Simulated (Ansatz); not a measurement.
`CC[BH][AlH2]` + `[SiH3]S` → `CCBS[SiH3]` + `[AlH3]` at 700 K and 1 bar (cleavage of the B–Al bond).

Calculated with Ansatz (gas phase, PBE0-D4/def2-TZVP geometries, no zero-point term in ΔE). CCSD(T)/CBS is the MP2 limit (def2-TZVPP, def2-QZVPP) plus CCSD(T) − MP2 in def2-TZVPP, frozen cores. This one scheme is used for every species. Each species was taken in one conformer, which may not be the lowest.

| species | CCSD(T)/CBS energy (Eh) | H − E (kJ/mol) | S (J/(mol·K)) |
| --- | --- | --- | --- |
| `CC[BH][AlH2]` | -347.67736 | 316.9 | 474.3 |
| `[SiH3]S` | -689.27336 | 135.5 | 340.5 |
| `CCBS[SiH3]` | -793.21725 | 371.8 | 527.3 |
| `[AlH3]` | -243.78045 | 80.2 | 251.4 |

H − E and S are ideal-gas, rigid-rotor, harmonic terms from PBE0-D4/def2-TZVP, for one conformer and one mirror image of each species. 1 Eh = 2625.50 kJ/mol, R = 8.31446 J/(mol·K).

Q: By hand: ΔE, ΔH, ΔS and ΔG.

A: ΔE = (-793.21725) + (-243.78045) − (-347.67736) − (-689.27336) = -0.04698 Eh = -123.3 kJ/mol. Δ(H − E) = 371.8 + 80.2 − 316.9 − 135.5 = -0.4, so ΔH = -123.7 kJ/mol. ΔS = 527.3 + 251.4 − 474.3 − 340.5 = -36.1 J/(mol·K). ΔG = -123.7 − 700 × (-36.1)/1000 = -98.4 kJ/mol.

Q: By hand: the equilibrium constant, and the temperature at which ΔG would vanish if ΔH and ΔS stayed fixed.

A: log₁₀ K = −ΔG/(RT ln 10) = 7.3. ΔG = 0 at ΔH/ΔS = 3427 K, far beyond where these terms or the molecules hold.

ΔH outweighs TΔS. A doubt of 5 kJ/mol in ΔE shifts log₁₀ K by 0.4 here. Other conformers and mirror images would add mixing entropy, several J/(mol·K) or more a flexible species. Modes under 60 cm⁻¹, often nearly free rotors, make the harmonic entropy too high. These are equilibria of isolated gas molecules and say nothing of rates. Largest T1 diagnostic: 0.012 (customary marks: 0.02 for closed shells, 0.045 for open ones).
